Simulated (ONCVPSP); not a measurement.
## Se (Z = 34): ONCV pseudisation with LDA (Perdew-Wang 92), scalar-relativistic reference atom.

Input for ONCVPSP 4.0.1:

```
# ATOM AND REFERENCE CONFIGURATION
# atsym  z   nc   nv     iexc    psfile
  Se 34.00    6    2  -001012      upf
#
#   n    l    f
    1    0    2.00
    2    0    2.00
    2    1    6.00
    3    0    2.00
    3    1    6.00
    3    2   10.00
    4    0    2.00
    4    1    4.00
#
# PSEUDOPOTENTIAL AND OPTIMIZATION
# lmax
    2
#
#   l,   rc,      ep,       ncon, nbas, qcut
    0    1.45    0.00    4    7    4.30
    1    1.70    0.00    5    8    4.20
    2    1.40    0.11    3    7    5.70
#
# LOCAL POTENTIAL
# lloc, lpopt,  rc(5),   dvloc0
    4    5    1.30    0.00
#
# VANDERBILT-KLEINMAN-BYLANDER PROJECTORs
# l, nproj, debl
    0    2    1.90
    1    2    1.90
    2    3    3.40
#
# MODEL CORE CHARGE
# icmod, fcfact, rcfact
    0    0.00    0.00
#
# LOG DERIVATIVE ANALYSIS
# epsh1, epsh2, depsh
   -2.00    5.00    0.02
#
# OUTPUT GRID
# rlmax, drl
    6.00    0.01
#
# TEST CONFIGURATIONS
# ncnf
    4
# nvcnf
#   n    l    f
    2
    4    0    2.00
    4    1    3.00
#
    2
    4    0    2.00
    4    1    2.00
#
    2
    4    0    2.00
    4    1    1.00
#
    2
    4    0    2.00
    4    1    3.50
#
```

Command:

```bash
oncvpsp.x < Se.dat > Se.out
```

Resulting log (shortened: citation, most of the input echo, consistency checks and plot data are left out):

```
ONCVPSP  (Optimized Norm-Conservinng Vanderbilt PSeudopotential)
scalar-relativistic version 4.0.1

#   n    l    f        energy (Ha)
    1    0    2.00    -4.5876615E+02
    2    0    2.00    -5.8971847E+01
    2    1    6.00    -5.1923743E+01
    3    0    2.00    -7.8152945E+00
    3    1    6.00    -5.6117123E+00
    3    2   10.00    -1.9619524E+00
    4    0    2.00    -6.4249567E-01
    4    1    4.00    -2.4458128E-01

Reference configufation results
  iterations    22
  all-electron total energy (Ha)   -2.42678934D+03

Begin loop to  construct optimized pseudo wave functions
and semi-local pseudopoentials for all angular momenta

   Wellstate for l =  0  n =  5
     eigenvalue =   1.2575
     asymptotic potential =   1.7575
     half-point radius =  2.6754

Calculating optimized projector #   1

 for l=   0

    Fraction of norm inside rc  0.331687
    Optimizing pswf for qcut=   4.31 a_B^-1,  ecut=   9.30 Ha
    Residual kinetic energy error=  4.35D-03 Ha

    Energy error per electron        Cutoff
         Ha          eV             Ha
         0.01000     0.27211        8.10
         0.00100     0.02721       18.60
         0.00010     0.00272       44.76
         0.00001     0.00027       54.43

Calculating optimized projector #   2

 for l=   0

    Fraction of norm inside rc  0.162715
    Optimizing pswf for qcut=   4.31 a_B^-1,  ecut=   9.30 Ha
    Residual kinetic energy error=  9.30D-03 Ha

    Energy error per electron        Cutoff
         Ha          eV             Ha
         0.01000     0.27211        9.33
         0.00100     0.02721       47.85
         0.00010     0.00272       79.57
         0.00001     0.00027       92.63

   Wellstate for l =  1  n =  6
     eigenvalue =   1.6554
     asymptotic potential =   2.1554
     half-point radius =  4.4279

Calculating optimized projector #   1

 for l=   1

    Fraction of norm inside rc  0.287897
    Optimizing pswf for qcut=   4.21 a_B^-1,  ecut=   8.86 Ha
    Residual kinetic energy error=  2.16D-03 Ha

    Energy error per electron        Cutoff
         Ha          eV             Ha
         0.01000     0.27211        3.09
         0.00100     0.02721       10.93
         0.00010     0.00272       42.06
         0.00001     0.00027       56.88

Calculating optimized projector #   2

 for l=   1

    Fraction of norm inside rc  0.105780
    Optimizing pswf for qcut=   4.21 a_B^-1,  ecut=   8.86 Ha
    Residual kinetic energy error=  5.37D-03 Ha

    Energy error per electron        Cutoff
         Ha          eV             Ha
         0.01000     0.27211        4.95
         0.00100     0.02721       45.10
         0.00010     0.00272       84.34
         0.00001     0.00027       94.72

   Wellstate for l =  2  n =  4
     eigenvalue =   0.1100
     asymptotic potential =   0.6100
     half-point radius = 12.2382

   Wellstate for l =  2  n =  6
     eigenvalue =   3.5100
     asymptotic potential =   4.0100
     half-point radius =  3.3797

   Wellstate for l =  2  n =  7
     eigenvalue =   6.9100
     asymptotic potential =   7.4100
     half-point radius =  3.0497

Calculating optimized projector #   1

 for l=   2

    Fraction of norm inside rc  0.007926
    Optimizing pswf for qcut=   5.69 a_B^-1,  ecut=  16.20 Ha
    Residual kinetic energy error=  1.93D-03 Ha

    Energy error per electron        Cutoff
         Ha          eV             Ha
         0.01000     0.27211        3.08
         0.00100     0.02721       28.54
         0.00010     0.00272       99.79

Calculating optimized projector #   2

 for l=   2

    Fraction of norm inside rc  0.110948
    Optimizing pswf for qcut=   5.69 a_B^-1,  ecut=  16.20 Ha
    Residual kinetic energy error=  3.91D-01 Ha

    Energy error per electron        Cutoff
         Ha          eV             Ha
         0.01000     0.27211      115.55
         0.00100     0.02721      179.07

Calculating optimized projector #   3

 for l=   2

    Fraction of norm inside rc  0.079438
    Optimizing pswf for qcut=   5.69 a_B^-1,  ecut=  16.20 Ha
    Residual kinetic energy error=  1.20D+00 Ha

    Energy error per electron        Cutoff
         Ha          eV             Ha
         0.01000     0.27211       87.36
         0.00100     0.02721      208.35

Construct Vanderbilt / Kleinmman-Bylander projectors

B matrix Hermiticity error, ll=   0
   1   2    1.7488E-04

  Orthonormal projector coefficients  1.0653E+01  2.3535E+00

B matrix Hermiticity error, ll=   1
   1   2   -1.0199E-04

  Orthonormal projector coefficients  8.7651E+00  2.1867E+00

B matrix Hermiticity error, ll=   2
   1   2   -5.2900E-05
   1   3    9.6897E-05
   2   3    2.2194E-04

  Orthonormal projector coefficients -2.1236E+01 -1.2320E+01  5.6327E+00

Pseudoatom total energy   -9.355667

Diagnostic tests using Vanderbilt-Kleinman-Bylander pseudopotentials
  1 or more projectors used as specified by nproj input data

   l    rcore       rmatch      e in        delta e   norm test  slope test

   0   1.4568271   1.5010595  -0.6424957  -0.0000046   1.0000478   0.9859206
   0   1.4568271   1.5010595   1.2575043   0.0000072   1.0002818   1.0002818

   1   1.7019841   1.7536601  -0.2445813   0.0000000   1.0000323   0.9999674
   1   1.7019841   1.7536601   1.6554187   0.0000027   1.0002278   1.0002278

   2   1.4054653   1.4481383   0.1100000  -0.0030588   1.0009905   1.0009905
run_diag: lschvkbbe ERROR   2   3   2  60  3.50999999E+00  3.10899999E+00
   2   1.4054653   1.4481383   3.5100000  -0.4010000   0.1816068   0.2718985
run_diag: lschvkbbe ERROR   3   4   2  60  6.90999998E+00  6.16899999E+00
   2   1.4054653   1.4481383   6.9100000  -0.7410000  31.2871415   1.5105654

 Testing for bound ghosts
   n   l    E NL Schr. Eq   E Basis Diag.   E Cutoff

   1   0       -0.642500       -0.634890     87.84

   2   1       -0.244581       -0.231291    103.83

       2                       -1.896408    172.24  WARNING - GHOST(-)

 Testing for highly-localized positive-energy ghosts
       l    <radius>/rc     E Basis Diag.   E Cutoff

       0        0.365298        3.609380     87.84  WARNING - GHOST(+)

Test configuration 0

   n   l     f        eae           eps        diff
   1   0  2.0000 -458.76614573
   2   0  2.0000  -58.97184688
   2   1  6.0000  -51.92374300
   3   0  2.0000   -7.81529451
   3   1  6.0000   -5.61171228
   3   2 10.0000   -1.96195236
   4   0  2.0000   -0.64249567   -0.64250026   -4.60D-06
   4   1  4.0000   -0.24458128   -0.24458125    3.39D-08

    Total energies and differences
      AE_ref= -2.42678934D+03  AE_tst= -2.42678934D+03  dif=  0.00D+00
      PS_ref= -9.35566735D+00  PS_tst= -9.35566735D+00  dif=  0.00D+00
      PSP excitation error=  0.00D+00

Test configuration 1

   n   l     f        eae           eps        diff
   1   0  2.0000 -459.15780424
   2   0  2.0000  -59.36020165
   2   1  6.0000  -52.31255805
   3   0  2.0000   -8.20199147
   3   1  6.0000   -5.99831251
   3   2 10.0000   -2.34778626
   4   0  2.0000   -0.99515687   -0.99485346    3.03D-04
   4   1  3.0000   -0.57270928   -0.57250643    2.03D-04

    Total energies and differences
      AE_ref= -2.42678934D+03  AE_tst= -2.42638496D+03  dif=  4.04D-01
      PS_ref= -9.35566735D+00  PS_tst= -8.95130160D+00  dif=  4.04D-01
      PSP excitation error=  8.93D-06

Test configuration 2

   n   l     f        eae           eps        diff
   1   0  2.0000 -459.61891706
   2   0  2.0000  -59.81477282
   2   1  6.0000  -52.76800890
   3   0  2.0000   -8.65301039
   3   1  6.0000   -6.44910614
   3   2 10.0000   -2.79709234
   4   0  2.0000   -1.39315147   -1.39177621    1.38D-03
   4   1  2.0000   -0.94459637   -0.94363570    9.61D-04

    Total energies and differences
      AE_ref= -2.42678934D+03  AE_tst= -2.42562961D+03  dif=  1.16D+00
      PS_ref= -9.35566735D+00  PS_tst= -8.19633517D+00  dif=  1.16D+00
      PSP excitation error=  4.00D-04

Test configuration 3

   n   l     f        eae           eps        diff
   1   0  2.0000 -460.13943150
   2   0  2.0000  -60.32503227
   2   1  6.0000  -53.27962569
   3   0  2.0000   -9.15742754
   3   1  6.0000   -6.95313829
   3   2 10.0000   -3.29883095
   4   0  2.0000   -1.82585820   -1.82171212    4.15D-03
   4   1  1.0000   -1.35046284   -1.34740453    3.06D-03

    Total energies and differences
      AE_ref= -2.42678934D+03  AE_tst= -2.42448477D+03  dif=  2.30D+00
      PS_ref= -9.35566735D+00  PS_tst= -7.05316071D+00  dif=  2.30D+00
      PSP excitation error=  2.07D-03

Test configuration 4

   n   l     f        eae           eps        diff
   1   0  2.0000 -458.95237687
   2   0  2.0000  -59.15679645
   2   1  6.0000  -52.10887438
   3   0  2.0000   -7.99962488
   3   1  6.0000   -5.79600826
   3   2 10.0000   -2.14594873
   4   0  2.0000   -0.81222801   -0.81213775    9.03D-05
   4   1  3.5000   -0.40234587   -0.40228422    6.17D-05

    Total energies and differences
      AE_ref= -2.42678934D+03  AE_tst= -2.42662821D+03  dif=  1.61D-01
      PS_ref= -9.35566735D+00  PS_tst= -9.19452062D+00  dif=  1.61D-01
      PSP excitation error= -1.35D-05
```

Note: ghosts flagged at negative energy: d at -51.6 eV; GHOST(+) flagged for s at 98.2 eV. A true bound ghost makes a file unfit for plane-wave use.

The run took about 3.6 s on one core of a shared server CPU.
